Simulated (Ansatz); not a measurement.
Computed with Ansatz on PBE0-D4/def2-TZVP structures; ΔE is electronic, products minus reactants. CCSD(T)/CBS adds triple-zeta CCSD(T) − MP2 to the extrapolated MP2 energy (def2 sets, frozen cores). This one scheme is used for every species. DFT in def2-TZVPP. For V outer-core shells are correlated without core-valence functions, which leaves a few kJ/mol of doubt a bond. Scalar relativity is left out up to krypton. Each species was taken in one conformer, which may not be the lowest.

`C[O][V](=[O])([OH])[OH]` + H–F → `C[O][V](=[O])([OH])[F]` + H₂O  (ligand exchange at a V–O bond)

| level | ΔE (kcal/mol) | difference from CCSD(T)/CBS |
| --- | --- | --- |
| LDA (SPW92) | -9.8 | -1.1 |
| PBE-D4 | -10.7 | -2.0 |
| BLYP-D4 | -10.9 | -2.2 |
| B97M-V | -11.7 | -3.0 |
| PBE0-D4 | -10.2 | -1.5 |
| r2SCAN0-D4 | -10.4 | -1.7 |
| ωB97X-V | -11.1 | -2.4 |
| B2PLYP | -10.5 | -1.8 |
| PBE-QIDH | -9.8 | -1.1 |
| PBE | -11.1 | -2.4 |
| revPBE | -11.5 | -2.8 |
| r2SCAN | -11.3 | -2.6 |
| r2SCANh | -11.0 | -2.3 |
| HF/def2-TZVPP | -11.1 | -2.4 |
| CCSD/def2-TZVPP | -9.3 | -0.6 |
| MP2/CBS(def2) | -8.2 | 0.5 |
| CCSD(T)/CBS | -8.7 | 0 |

Largest T1 diagnostic among the species: 0.031, so the coupled-cluster value is less sure than usual.

Leaving LDA and LC-ωPBE aside and taking each functional with its dispersion term where it has one, the values spread over 1.9 kcal/mol, from B97M-V to PBE-QIDH. LDA lies +1.3 kcal/mol from PBE without D4. From BLYP to BHLYP (50 % exact exchange), in def2-TZVPP and without D4, ΔE moves by +0.9 kcal/mol.
